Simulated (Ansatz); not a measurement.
`COB(C)F` + `C[SiH](N)O` → `CN[SiH](C)O` + `CB(O)F`  (substitution at a C–O bond)

Program: Ansatz. Geometries: PBE0-D4/def2-TZVP. ΔE: electronic, gas phase. CCSD(T)/CBS adds triple-zeta CCSD(T) − MP2 to the extrapolated MP2 energy (def2 sets, frozen cores). One conformer a species, not always the lowest.

```csv
species,CCSD(T)/CBS(def2) energy (Eh)
`COB(C)F`,-279.59237
`C[SiH](N)O`,-461.32134
`CN[SiH](C)O`,-500.56717
`CB(O)F`,-240.35473
```

Problem. Work out ΔE.

Solution. ΔE = (-500.56717) + (-240.35473) − (-279.59237) − (-461.32134) = -0.00819 Eh = -21.5 kJ/mol.

Largest T1 diagnostic among the species: 0.012.

At CCSD(T), def2-SVP lies −8.5 kJ/mol from the extrapolated value and def2-TZVPP −0.3 kJ/mol. In def2-TZVPP, CCSD(T) changes the Hartree–Fock value by −4.7 kJ/mol (the triples alone add −0.1 kJ/mol) and MP2 by −7.6 kJ/mol. Leaving LDA and LC-ωPBE aside and taking each functional with its dispersion term where it has one, the values, not all of them listed here, spread over 4.6 kJ/mol, from revPBE-D4 to B97M-V.
